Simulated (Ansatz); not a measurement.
`C=[N][Ga]([OH])[Cl]` and `[OH][Ga]([SH])[Cl]` differ in one atom or group.

Ansatz, PBE0-D4/def2-TZVP geometries, multiplicity 1. Each molecule was computed in one conformer, which needn't be the lowest.

Scalar relativity is left out up to krypton.

```
                                          property  `C=[N][Ga]([OH])[Cl]`
              HOMO–LUMO gap (PBE0/def2-TZVPP) / eV                   5.74
  size of the dipole moment (B3LYP/def2-TZVPP) / D                   1.84
                HOMO energy (PBE0/def2-TZVPP) / eV                  -7.29
           HOMO–LUMO gap (ωB97M-V/def2-TZVPP) / eV                  10.06
             LUMO energy (ωB97M-V/def2-TZVPP) / eV                   0.48
size of the dipole moment (ωB97M-V/def2-TZVPP) / D                   1.83
```

Q: What does the change do to each property? (Best estimate.)

A: Ansatz gave: 
```
                                          property  `[OH][Ga]([SH])[Cl]`  shift
              HOMO–LUMO gap (PBE0/def2-TZVPP) / eV                  6.94   1.20
  size of the dipole moment (B3LYP/def2-TZVPP) / D                  0.52  -1.32
                HOMO energy (PBE0/def2-TZVPP) / eV                 -8.13  -0.84
           HOMO–LUMO gap (ωB97M-V/def2-TZVPP) / eV                 11.02   0.96
             LUMO energy (ωB97M-V/def2-TZVPP) / eV                  0.70   0.22
size of the dipole moment (ωB97M-V/def2-TZVPP) / D                  0.56  -1.27
```

With PBE0 the HOMO falls by 0.84 eV and the LUMO rises by 0.37 eV, so the gap widens by about 1.21 eV. PBE moves the HOMO by -0.93 eV and ωB97M-V by -0.74 eV. Dipoles are sizes alone; their direction can turn.

Positive LUMOs are unbound, so they and the gaps depend on the basis.

B3LYP here is the variant with VWN-RPA as its local correlation; programs differ in this.
